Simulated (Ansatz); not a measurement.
Harmonic frequencies (cm⁻¹) at PBE0-D4/def2-TZVP from Ansatz: 64, 86, 136, 165, 224, 255, 280, 459, 532, 595, 656, 698, 729, 836, 867, 1122, 1217, 1521, 1763, 2215, 2705, 2706, 2990, 3080.

Each molecule was computed in one conformer, which needn't be the lowest.

(1) Which molecule is it?
A. `B1C=NCS1`
B. `N=C1NC[Te]1`
C. `O[SiH]([SiH3])[GaH2]`
D. `C=N[SiH](S)S`

Answers

(1) D.
